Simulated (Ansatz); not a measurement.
cyanoethylene (C3H3N), singlet, at a GFN2-xTB geometry. Base run: MP2/6-311G** in Ansatz (a first-principles code).

The Ansatz input:
Ansatz 0.2 input:
```yaml
crystal:
  periodic: [false, false, false]
  atoms:
    - {symbol: C, position_ang: [-0.18079014, -1.61580414, 0.00036893]}
    - {symbol: C, position_ang: [0.56661727, -0.51823197, -0.00249564]}
    - {symbol: C, position_ang: [0.00984574, 0.77832356, 0.00014554]}
    - {symbol: H, position_ang: [-1.25731398, -1.56538366, 0.00488629]}
    - {symbol: H, position_ang: [0.26122400, -2.59764951, -0.00171648]}
    - {symbol: H, position_ang: [1.64864793, -0.55402136, -0.00703253]}
    - {symbol: N, position_ang: [-0.43237074, 1.83590426, 0.00224997]}
basis:
  gaussian:
    orbitals: 6-311G__.json
magnetization: {spin_polarized: false}
correlation: {method: mp2}
```
The basis file holds 6-311G** in the JSON format of the Basis Set Exchange.

**Question.** The base was run again with changes. Order these runs by total energy, lowest first: method = bccd_t | method = ccsd | reference functional = pbe0 | method = bccd | electrons = all.

**Answer.** electrons = all (ΔE vs base (mEh) -75.010), method = bccd_t (ΔE vs base (mEh) -49.762), method = ccsd (ΔE vs base (mEh) -22.520), method = bccd (ΔE vs base (mEh) -21.097), reference functional = pbe0 (ΔE vs base (mEh) -19.852)
